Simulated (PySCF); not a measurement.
C3F7, SMILES F[C](F)C(F)(F)C(F)(F)F (connectivity only; charge and spin as stated), charge +1, multiplicity 1.

Coordinates come from a B3LYP-D3(BJ)/def2-SVP optimisation. A frequency run showed that this geometry is not a minimum. The spin state was assumed, not searched. The isomer is the one that the SMILES or the coordinates give; other isomers of the formula were not compared. One conformer was computed; it need not be the lowest.

Computed with TDA-M06-2X/def2-SVPD run with PySCF.

Vertical excitations. The molecule is in vacuum. State labels are in the subgroup Cs.

| state | symmetry | energy (eV) | λ (nm) | f | main pairs |
|---|---|---|---|---|---|
| S1 | A' | 5.07 | 245 | 0.045 | HOMO→LUMO 94 % |
| S2 | A' | 6.99 | 177 | 0.014 | HOMO−4→LUMO 78 % |
| S3 | A" | 7.22 | 172 | 0.002 | HOMO−1→LUMO 88 % |
| S4 | A" | 7.50 | 165 | 0.001 | HOMO−2→LUMO 66 %, HOMO−5→LUMO 24 % |
| S5 | A" | 7.78 | 159 | 0.000 | HOMO−5→LUMO 53 %, HOMO−2→LUMO 19 %, HOMO−8→LUMO 11 %, HOMO−10→LUMO 10 % |
| S6 | A' | 8.03 | 154 | 0.036 | HOMO−3→LUMO 88 % |
| T1 | A' | 4.38 | 283 | 0 | HOMO→LUMO 89 % |
| T2 | A' | 6.51 | 190 | 0 | HOMO−4→LUMO 77 % |
Triplets are in the Tamm–Dancoff approximation.
